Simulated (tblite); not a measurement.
C₅H₁₁FO₃Si.
Structure used (GFN2-xTB), in Å, numbered top down from 1:
```
atom  x, y, z in Å
C1     3.180    1.591   -0.231
C2     2.768    0.147   -0.119
O3     3.516   -0.790   -0.189
O4     1.463    0.009    0.072
Si5    0.712   -1.475    0.146
O6    -0.799   -1.190    0.631
C7    -1.914   -0.635   -0.008
C8    -2.987   -0.360    1.042
C9    -1.553    0.647   -0.755
F10   -0.833    0.348   -1.885
H11    2.692    2.031   -1.098
H12    2.854    2.131    0.655
H13    4.258    1.661   -0.337
H14    1.185   -2.221    1.295
H15    0.830   -2.083   -1.170
H16   -2.284   -1.365   -0.743
H17   -3.905   -0.022    0.571
H18   -2.637    0.399    1.737
H19   -3.185   -1.272    1.598
H20   -2.449    1.181   -1.082
H21   -0.919    1.284   -0.132
```

Level: GFN2-xTB in tblite, geometry and Hessian alike; calculated harmonic values, unscaled, isolated species. Against measured fundamentals such values can be off by several per cent, at times by over 20. Modes of hydrogen on silicon can be 10 to 20 % off. One conformer, not necessarily the lowest.

Harmonic wavenumbers (cm⁻¹): 27.4, 42.1, 46.6, 79.0, 84.3, 99.8, 120.6, 161.7, 182.2, 205.2, 273.1, 328.9, 357.6, 455.0, 490.0, 552.4, 585.2, 598.7, 655.2, 721.0, 757.1, 768.9, 801.8, 902.5, 933.0, 962.7, 1004.6, 1012.0, 1029.3, 1052.9, 1111.5, 1125.2, 1172.9, 1216.4, 1233.1, 1274.1, 1309.0, 1333.7, 1361.7, 1396.3, 1421.9, 1444.9, 1445.8, 1471.2, 1489.1, 1775.4, 2337.3, 2394.1, 2873.1, 2958.8, 2975.4, 3027.6, 3034.5, 3045.3, 3048.3, 3059.5, 3066.2.

A = 2012, B = 634.5, C = 556.9 MHz; mass 166.046 u (most abundant isotopes); point group C1, symmetry number 1.

Zero-point energy?

½Σν̃ = 34347 cm⁻¹ = 410.88 kJ/mol.

What is S at 298.15 K and 1 bar for an ideal gas of classical rigid rotors and harmonic oscillators?

Translation 172.61, rotation 127.58, vibration 195.29: S = 495.5 J/(mol K).

And Cp and H(298.15 K) − H(0)?

Cp = 196.10 J/(mol K), of which vibrations give 162.84 (their classical limit is 57 R = 473.9); H(298.15 K) − H(0) = 37.39 kJ/mol without the zero-point energy, 27.47 from vibrations.

Which modes carry the vibrational entropy at 298.15 K?

27.4 cm⁻¹: 25.14; 42.1 cm⁻¹: 21.58; 46.6 cm⁻¹: 20.74; 79.0 cm⁻¹: 16.38; 84.3 cm⁻¹: 15.85; 99.8 cm⁻¹: 14.47 J/(mol K); the other 51 give 81.13 together.

How do the functions run with temperature in this model?

```csv
T (K),S (J/(mol K)),Cp (J/(mol K)),H − H(0) (kJ/mol),G − H(0) (kJ/mol),ln q(vib)
100,338.8,107.4,7.41,-26.47,4.10
200,426.8,151.2,20.35,-65.01,8.58
300,496.7,197.0,37.75,-111.26,12.48
500,617.4,278.6,85.72,-223.00,19.47
800,767.2,357.4,182.21,-431.52,28.82
1000,850.7,391.3,257.26,-593.49,34.43
```

q(vib) and H(0) count from the zero-point level.

What must be added to the electronic energy to get the Gibbs energy at 298.15 K and 1 bar?

ZPE + [H(298.15 K) − H(0)] − T·S = 410.88 + 37.39 − 147.73 = 300.54 kJ/mol.

Hindered rotation and anharmonicity are outside this model. Other conformers, if any are populated, would add a mixing term that is left out. The structure is chiral; the term R ln 2 for an equal mix with its mirror image is left out.
